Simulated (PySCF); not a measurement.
# Electron correlation in Si+ (silicon, charge +1)

[Ne] 3s2 3p1, 2P determinant. Calculation: PySCF 2.14, in aug-cc-pV(T+d)Z with one added diffuse shell each of s, p, d, f type (7s6p5d3f, 71 functions); no relativity, point nucleus. Frozen: [Ne]; 3 electrons correlated.

MP2 pair energies summed by pair of shells (mhartree):

```json
{"pair": "3s-3s", "energy": "-22.97", "share (%)": "55.2"}
{"pair": "3s-3p", "energy": "-18.62", "share (%)": "44.8"}
```

Total MP2 correlation energy: -41.59 mhartree.

Same-spin part -2.74 and opposite-spin part -38.85 mhartree; SCS-MP2 scales them by 1/3 and 6/5 to -47.53 mhartree.
